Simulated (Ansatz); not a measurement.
Basis sets compared for Ti2Se4. Charge 0, multiplicity 1. Geometry PBE0-D4/def2-SVP. Ansatz on 4 threads of Intel Xeon Platinum 8488C on a shared host; times are rough, and most runs start from earlier orbitals.

```tsv
atom	x (Å)	y (Å)	z (Å)
Ti1	-0.385	0.379	0.886
Ti2	1.198	0.291	-0.903
Se3	1.905	-0.227	1.319
Se4	-0.164	2.234	-0.634
Se5	-0.492	-1.405	-1.249
Se6	-2.063	-1.272	0.582
```

The structure comes from a short search, and lower isomers may exist.

Binding counts from free atoms (Ti triplet, Se triplet) in the same basis, without a counterpoise term.

| level | functions | energy (Eh) | HOMO (eV) | LUMO (eV) | binding per atom (eV) | wall time |
| --- | --- | --- | --- | --- | --- | --- |
| PBE-D4/def2-SVP | 190 | -11302.1827 | -4.93 | -3.83 | 3.99 | 2.6 s |
| PBE-D4/def2-TZVP | 282 | -11303.5799 | -5.06 | -3.99 | – | 4.2 s |
| r2SCAN-D4/def2-TZVP (with forces) | 282 | -11305.3290 | -5.33 | -3.94 | – | 12 s |
| PBE0-D4/def2-SVP | 190 | -11302.4758 | -6.05 | -3.15 | 3.48 | 6.5 s |

Q: Estimate the rows for PBE-D4/def2-TZVPD, r2SCAN-D4/def2-TZVPD, PBE0-D4/def2-TZVPD.

A: 
```
               level  functions  energy (Eh)  HOMO (eV)  LUMO (eV)  binding per atom (eV)  wall time
   PBE-D4/def2-TZVPD        324  -11303.5820      -5.08      -4.02                      –      7.5 s
r2SCAN-D4/def2-TZVPD        324  -11305.3308      -5.34      -3.95                      –       14 s
  PBE0-D4/def2-TZVPD        324  -11303.8734      -6.19      -3.27                   3.47       19 s
```
